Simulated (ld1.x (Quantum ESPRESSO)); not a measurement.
# Reading a pseudo-wave (Nd (Z = 60))

Columns: radius, all-electron u(r) and pseudo u(r) of the 5p shell (level -22.16 eV) of neodymium in the configuration [Kr] 4d10 4f4 5s2 5p6 5d0 6s2 6p0; LDA (PZ), scalar-relativistic, RRKJ scheme, ld1.x (Quantum ESPRESSO) 7.5.

```tsv
r (bohr)	all-electron	pseudo
0.115	-0.0717	-0.0101
0.230	-0.2510	-0.0401
0.345	0.1578	-0.0895
0.460	0.4295	-0.1566
0.575	0.4046	-0.2392
0.690	0.1922	-0.3337
0.805	-0.0832	-0.4352
0.920	-0.3447	-0.5378
1.035	-0.5574	-0.6350
1.150	-0.7117	-0.7203
1.265	-0.8107	-0.7879
1.380	-0.8630	-0.8336
1.495	-0.8784	-0.8554
1.610	-0.8664	-0.8535
1.725	-0.8350	-0.8305
1.840	-0.7906	-0.7908
1.955	-0.7384	-0.7399
2.070	-0.6821	-0.6831
2.185	-0.6247	-0.6248
2.300	-0.5679	-0.5679
2.415	-0.5133	-0.5133
2.530	-0.4617	-0.4617
2.645	-0.4135	-0.4135
2.760	-0.3691	-0.3691
2.875	-0.3284	-0.3284
2.990	-0.2916	-0.2916
```

(1) How many radial nodes do the two functions have?

(2) At about which radius was the pseudo-wave matched?

(3) Is the pseudo-wave norm-conserving?

Results:

(1) The all-electron 5p function has n − l − 1 = 3 (the table is too coarse to show those close to the nucleus); the pseudo-wave has 0, since the states of the same l below it are removed with the core.

(2) 2.30 bohr, where the columns begin to agree (steps of 0.12 bohr).

(3) Yes: the RRKJ scheme keeps the norm inside the radius equal to the all-electron one, which fixes the energy derivative of the logarithmic derivative at the level.
